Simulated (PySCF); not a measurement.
C₆H₉FO₂.
Structure used (PBE0-D3(BJ)/def2-SVP), in Å, numbered top down from 1:
```
atom  x, y, z in Å
C1    -0.265   -2.096   -0.927
C2    -0.597   -0.843   -0.597
O3     0.241    0.228   -0.518
C4     1.606    0.003   -0.496
C5     2.301    1.282   -0.133
F6     2.028   -0.408   -1.736
C7    -2.019   -0.483   -0.263
C8    -2.296    0.957    0.066
O9    -2.882   -1.330   -0.270
H10    0.740   -2.383   -1.234
H11   -1.063   -2.839   -0.913
H12    1.830   -0.826    0.204
H13    3.389    1.131   -0.136
H14    2.042    2.057   -0.867
H15    1.987    1.615    0.866
H16   -3.365    1.078    0.278
H17   -1.994    1.604   -0.771
H18   -1.695    1.274    0.932
```

All values: PBE0/pcSseg-1 and wB97X-D/def2-SVPD (PySCF, non-relativistic), on one gas-phase PBE0-D3(BJ)/def2-SVP geometry that isn't relaxed in the solvent. The solvent is an IEF-PCM continuum (Bondi radii, 1.10 Å for H, scaled by 1.2). The model holds no explicit solvent molecules, cavitation or dispersion.

Gas phase at PBE0/pcSseg-1: HOMO -7.38 eV, LUMO -1.52 eV, dipole 3.50 D.

Q: What does the continuum do to the energy, the frontier levels and the dipole at PBE0/pcSseg-1 in chloroform and dichloromethane?

A: 
```json
{"solvent": "chloroform", "ε": "4.711", "E(solvent) − E(gas) (kcal/mol)": "-4.71", "polarisation term (kcal/mol)": "-5.23", "distortion of the solute (kcal/mol)": "0.52", "HOMO (eV)": "-7.40", "LUMO (eV)": "-1.58", "dipole (D)": "4.16"}
{"solvent": "dichloromethane", "ε": "8.93", "E(solvent) − E(gas) (kcal/mol)": "-5.62", "polarisation term (kcal/mol)": "-6.37", "distortion of the solute (kcal/mol)": "0.75", "HOMO (eV)": "-7.40", "LUMO (eV)": "-1.59", "dipole (D)": "4.29"}
```

Polarisation term: ½ Σ q·V over the induced surface charges. Distortion: the rise of the solute's own energy as its density leaves the gas-phase optimum. From chloroform to dichloromethane the lowering changes by a factor 1.19, Onsager's factor (ε − 1)/(2ε + 1) by 1.18 and ε itself by 1.9.

Q: Which radius a makes the point-dipole formula ΔE = −[(ε − 1)/(2ε + 1)]·μ²/a³ give the value in dichloromethane, with the gas-phase dipole?

A: μ = 1.376 au and |ΔE| = 0.00896 Eh give a = 2.36 Å; the farthest nucleus lies 3.59 Å from the centroid of the nuclei, so such a sphere wouldn't even hold the nuclei. The formula assumes a rigid point dipole at the centre of a sphere.

Q: Give the dipole vector in the frame of the coordinates (D, pointing from negative to positive charge), gas and dichloromethane.

A: Gas (2.57, 1.87, 1.46), solvent (3.15, 2.28, 1.80). Its length changes by +23 % and its direction by less than 1°.

Q: Which Mulliken charges (PBE0/pcSseg-1) respond most in chloroform (means over atoms taken as equivalent)?

A: 
| atoms | environment | gas (e) | solvent (e) | change |
| --- | --- | --- | --- | --- |
| O9 | ketone oxygen | -0.355 | -0.395 | -0.040 |
| H12 | methine hydrogen | +0.100 | +0.117 | +0.017 |
| F6 | alkyl fluorine | -0.322 | -0.335 | -0.013 |
| H10 | vinylic hydrogen | +0.151 | +0.160 | +0.009 |
| H16/H17/H18 | methyl hydrogen | +0.143 | +0.152 | +0.009 |
| C5 | methyl carbon | -0.248 | -0.254 | -0.006 |

Gas phase at wB97X-D/def2-SVPD: HOMO -9.29 eV, LUMO 0.17 eV, dipole 3.57 D.

Q: What does the continuum do to the energy, the frontier levels and the dipole at wB97X-D/def2-SVPD in chloroform?

A: 
```
   solvent      ε  E(solvent) − E(gas) (kcal/mol)  polarisation term (kcal/mol)  distortion of the solute (kcal/mol)  HOMO (eV)  LUMO (eV)  dipole (D)
chloroform  4.711                           -4.97                         -5.60                                 0.63      -9.29       0.11        4.32
```

Q: How does the static polarisability (wB97X-D/def2-SVPD, frozen core, with the continuum's full static response) change?

A: 
| medium | isotropic (au) | principal values (au) | ⟨r²⟩ of the electrons (bohr²) |
| --- | --- | --- | --- |
| gas | 81.2 | 60.6, 90.6, 92.5 | 1419.2 |
| chloroform | 99.0 | 74.7, 108.4, 113.9 | 1419.5 |

The isotropic value in chloroform is 1.22 times the gas-phase one; no cavity-field correction is applied. ⟨r²⟩ is taken about the centre of nuclear charge.

wB97X-D is run here without its empirical dispersion term; that term would change no orbital, density or response property at a fixed geometry.
